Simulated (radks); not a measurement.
Values are calculated unless marked as measured or tabulated.
Spherical quantum dot in the effective-mass picture: electrons in a well V = -V0 / (1 + exp((r - R)/a)) with V0 = 8.53, R = 4.56, a = 0.29, with a point charge +2 (a donor) at the centre, all in effective atomic units (hartree* = m*/eps^2 hartree, bohr* = eps/m* bohr), one dielectric constant everywhere. Level of theory: non-relativistic Kohn-Sham, r2SCAN, spin-polarised, spherical densities, generalised Kohn-Sham scheme (a radial shooting solver with Libxc functionals). Levels are named by radial order and angular momentum (1s, 1p, 1d, 2s, ...), and open shells are averaged over m. Each electron was tried in the lowest free levels, single moves between levels near the top were tried too, and the lowest total energy was kept; such a search can miss a lower state. At N = 1 the Hartree and exchange-correlation terms need not cancel, so that row can carry a self-interaction error.

N	open shells	2S	E (hartree*)	mu = E(N) - E(N-1) (hartree*)	addition energy mu(N+1) - mu(N) (hartree*)	e(HOMO) (hartree*)	rms radius (bohr*)
1	1s(up 1, down 0)	1	-10.5299	-10.530	1.098	-10.118	0.8713
2	none	0	-19.9614	-9.4315	1.412	-9.1294	1.081
3	1p(up 1, down 0)	1	-27.9810	-8.0196	0.2678	-7.8956	1.744
4	1p(up 2, down 0)	2	-35.7328	-7.7518	0.2945	-7.6060	2.033
5	1p(up 3, down 0)	3	-43.1901	-7.4573	0.3196	-7.3080	2.214
6	1p(up 3, down 0) 2s(up 1, down 0)	4	-50.3278	-7.1377	0.4224	-6.9911	2.357
7	1p(up 3, down 1) 2s(up 1, down 0)	3	-57.0432	-6.7154	0.2557	-6.5893	2.459
8	1p(up 3, down 2) 2s(up 1, down 0)	2	-63.5029	-6.4597	0.2702	-6.3268	2.542
9	2s(up 1, down 0)	1	-69.6924	-6.1895	0.3152	-6.0513	2.611
10	none	0	-75.5667	-5.8743	0.5387	-5.7264	2.668
11	1d(up 1, down 0)	1	-80.9024	-5.3356	0.2635	-5.2043	2.733
12	1d(up 2, down 0)	2	-85.9745	-5.0722	0.2652	-4.9397	2.789
13	1d(up 3, down 0)	3	-90.7815	-4.8069	0.2659	-4.6740	2.838
14	1d(up 4, down 0)	4	-95.3225	-4.5410	0.2661	-4.4079	2.881
15	1d(up 5, down 0)	5	-99.5974	-4.2749	0.3607	-4.1419	2.920
16	1d(up 5, down 1)	4	-103.512	-3.9143	0.2543	-3.7876	2.956
17	1d(up 5, down 2)	3	-107.172	-3.6600	0.2567	-3.5319	2.989
18	1d(up 5, down 3)	2	-110.575	-3.4033	0.2582	-3.2743	3.019
19	1d(up 5, down 4)	1	-113.720	-3.1451	0.2589	-3.0157	3.047
20	none	0	-116.606	-2.8862	0.5869	-2.7567	3.073
21	1f(up 1, down 0)	1	-118.905	-2.2993	0.2516	-2.1736	3.101
22	1f(up 2, down 0)	2	-120.953	-2.0477	0.2521	-1.9217	3.127
23	1f(up 3, down 0)	3	-122.749	-1.7956	-	-1.6694	3.151

All shells are closed at N = 2, 10, 20 (there: 1s2 1p6 1d10 2s2); the second difference of the energy has clear peaks (12 % above both neighbours; the first and last values, which can be the largest, are not judged, and half-filled shells can peak too) at N = 2, 6, 10, 15, 20.
